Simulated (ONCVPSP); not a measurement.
## Varying the ONCV potential for In

Base potential:

indium, optimised norm-conserving Vanderbilt (ONCV), made with ONCVPSP 4.0.1 (LDA (Perdew-Zunger), scalar-relativistic). Core [Kr], reference 4d10 5s1.5 5p1.5. Waves: 5s: rc 2.30 bohr, ncon 3, nbas 8, qcut 3.2 1/bohr, 2 projectors, debl 2.2 Ha; 5p: rc 2.30 bohr, ncon 4, nbas 9, qcut 3.2 1/bohr, 2 projectors, debl 0.7 Ha; 4d: rc 1.10 bohr, ncon 3, nbas 7, qcut 8.9 1/bohr, 2 projectors, debl 2.5 Ha. Local part: polynomial inside 0.75 bohr (lpopt 5, dvloc0 0 Ha). Core correction: Teter function, fcfact 2, rcfact 1.7.

All-electron outer shells of the reference configuration (LDA (Perdew-Zunger), scalar-relativistic, ld1.x):

```tsv
shell	level (eV)	outermost node (bohr)	outermost maximum (bohr)
4s	-120.32	0.41	0.77
4p	-78.90	0.42	0.82
4d	-19.54	0.40	0.94
5s	-9.00	1.02	2.13
5p	-3.06	1.14	2.78
```

Cutoffs, loose and tight: the cutoffs (Ha) at which the residual kinetic energy of the hardest occupied pseudo-wave falls to 1 and 0.1 mHa per electron. They do not see the model core or the augmentation charge, which bear on the density cutoff. Test errors are all-electron minus pseudo excitation energies from the reference, over the configurations 4d10 5s2 5p1; 4d10 5s2 5p0; 4d10 5s1 5p0; 4d9 5s0 5p0. A dash means not determined; rows that change the core or the reference have their own tests. The largest error is taken over the tests solved by every variant that gives reliable tests at all: 4d10 5s1 5p0; 4d10 5s2 5p0; 4d10 5s2 5p1.

A true bound ghost makes a file unfit for plane-wave use even where its test errors are small: the radial tests pick states by their node count and pass the ghost by.

```tsv
change	outcome	cutoff, loose	cutoff, tight	bound ghosts	GHOST(+) flags above zero	largest test error (meV)
base	generated	38 Ha	97 Ha	s, p	s	-12
d: qcut 5.6	generated	–	–	s, p	s, d	-8.2
d: qcut 6.4	generated	–	–	s, p	s, d	-9.4
d: qcut 7.5	generated	126 Ha	201 Ha	s, p	s	-11
d: qcut 8.7	generated	38 Ha	132 Ha	s, p	s	-12
d: qcut 10	generated	40 Ha	47 Ha	s, p	s	-12
d: qcut 10.8	generated	42 Ha	50 Ha	s, p	s	-12
```

What comes out with this change to the base: d: qcut 13.3?

outcome: generated; cutoff, loose: 44 Ha; cutoff, tight: 54 Ha; bound ghosts: s, p; GHOST(+) flags above zero: s; largest test error (meV): -12.

What comes out with this change to the base: d: qcut 12.4?

outcome: generated; cutoff, loose: 44 Ha; cutoff, tight: 53 Ha; bound ghosts: s, p; GHOST(+) flags above zero: s; largest test error (meV): -12.

Reading the sweep of the qcut of the d channel (base included, trends over the rows without a ghost): Bound ghosts are found at 5.6, 6.4, 7.5, 8.7, 8.9, 10, 10.8, 12.4, 13.3 1/bohr. Every judged row has one, so this setting neither creates nor removes them.
